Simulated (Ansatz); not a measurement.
Born–Oppenheimer molecular dynamics of BBrClH₄N (8 atoms, charge 0, multiplicity 1). It starts at the highest image of a converged band, a first-order saddle point between two minima.

All numbers below come from RKS B3LYP/def2-mTZVP in Ansatz 0.2.0.

```
ensemble                      : NVE (velocity Verlet)
time step                     : 0.5 fs
steps asked                   : 200
starting velocities drawn for : 300 K
seed                          : 5248
```

First frame:

```xyz
8
Properties=species:S:1:pos:R:3
B 0.051 0.089 0.218
N 0.069 -0.152 1.705
H -0.818 0.009 2.180
H 0.837 0.274 2.221
Cl 1.491 0.735 -0.521
H -0.960 -0.023 -0.369
Br 0.420 -2.897 0.699
H 0.235 -1.314 1.649
```

(1) How far do the bonds stretch over the last three quarters of this one trajectory? (Pairs bonded in most of those frames.)

Answers

(1) 
| bond | mean (Å) | spread (Å) | shortest | longest |
| --- | --- | --- | --- | --- |
| B1–N2 | 1.405 | 0.018 | 1.37 | 1.43 |
| B1–Cl5 | 1.794 | 0.036 | 1.74 | 1.85 |
| B1–H6 | 1.184 | 0.019 | 1.15 | 1.22 |
| N2–H3 | 1.013 | 0.027 | 0.97 | 1.06 |
| N2–H4 | 1.015 | 0.024 | 0.97 | 1.05 |
| Br7–H8 | 1.459 | 0.090 | 1.33 | 1.59 |

Mean temperature of the second half: 777 K. The conserved energy stayed within 0.35 meV per atom of its start (net change -0.00087 meV per atom), so the integration is sound. The kinetic energy rose, since the run started high on the potential surface and went downhill. It ends in pieces (BClH3N + BrH), so much of that is their flight and rotation, not heat. A run of 0.1 ps of so small a system gives no equilibrium averages. The orbitals stay closed-shell, which can raise the energy where a bond breaks towards radicals; this wasn't checked here.

Time of the run: 5.3 min on 4 threads of Arm Neoverse V1, with other jobs on the host, peak memory 0.24 GiB.
